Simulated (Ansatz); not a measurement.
```xyz
12

C     0.400   -2.043   -0.971
O    -0.195   -0.984   -0.254
Si    0.398    0.548   -0.269
Si   -0.912    1.789    1.220
Cl   -0.629    1.078    3.136
H     0.372   -1.859   -2.051
H    -0.161   -2.955   -0.759
H     1.442   -2.195   -0.667
H     1.831    0.571    0.147
H     0.325    1.140   -1.640
H    -2.360    1.691    0.906
H    -0.511    3.219    1.202
```

Total charge 0; spin multiplicity 1.

Task: List the PBE/def2-TZVPP orbital energies in eV (the Gaussian-basis code of Ansatz). (Best estimate.)

Result: Ansatz gave: Occupied: -2738.87, -1780.44, -1780.12, -510.52, -270.36, -249.45, -190.14, -189.97, -189.97, -138.12, -137.81, -94.92, -94.82, -94.82, -94.57, -94.53, -94.51, -25.54, -20.44, -17.21, -13.95, -12.81, -11.25, -11.24, -10.99, -9.59, -9.23, -8.71, -8.47, -7.65, -7.51, -6.86, -6.78. Lowest empty: -1.47, -1.07, -0.14, 0.46, 0.62, 1.03, 1.38, 1.52.
